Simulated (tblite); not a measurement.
Compound: C7H11Ga.
Cartesian coordinates in Å at the GFN2-xTB level; atoms count from 1:
```xyz
19
C7H11Ga angstrom
C     -3.0790    1.8711   -0.1778
Ga    -2.0717    0.1041   -0.2696
C     -2.9142   -1.7494   -0.2481
C     -0.1084    0.1976   -0.3877
C      1.1015    0.2869   -0.4390
C      2.5285    0.3715   -0.4834
C      3.3498   -0.8613   -0.2047
C      3.3096    0.2439    0.7997
H     -2.4911    2.6298    0.3457
H     -4.0351    1.7523    0.3398
H     -3.2898    2.2527   -1.1808
H     -2.5574   -2.3327    0.6054
H     -2.6575   -2.3074   -1.1529
H     -4.0039   -1.6830   -0.1845
H      2.9057    1.0637   -1.2286
H      4.2506   -1.0070   -0.7821
H      2.8194   -1.7739    0.0226
H      2.7509    0.0833    1.7097
H      4.1825    0.8673    0.9240
```

All values are computed: GFN2-xTB (tblite) harmonic vibrations without scaling, gas phase. The method is semi-empirical: single wavenumbers can be off by several per cent or more. The optimisation stopped once no atom felt more than 0.01 eV/Å.

Lowest wavenumbers of the output (negative numbers stand for imaginary wavenumbers):
```
mode    cm-1
  1     -22.7
  2       2.3
  3      33.9
  4      40.6
  5      58.2
  6     109.8
  7     127.3
  8     134.8
  9     197.3
 10     216.7
```

**Question.** Is this structure a minimum?

**Answer.** Not by this Hessian. 1 mode is imaginary beyond 20i (23i cm⁻¹), so at this level the point lies at or near a first-order saddle. The curvature is small, so loose convergence or finite differences may be the whole cause.

**Question.** Which atoms move in the imaginary mode?

**Answer.** 23i: H11 (methyl hydrogen) 36 %, H10 (methyl hydrogen) 32 %, H9 (methyl hydrogen) 30 %. These are shares of the mass-weighted motion.

**Question.** What is the remedy?

**Answer.** Step along that mode in both directions, optimise again with tighter thresholds and repeat the frequencies. The zero-point energy of this point (92.5 kcal/mol) counts the 50 real modes alone, and thermal corrections from it aren't those of a minimum.
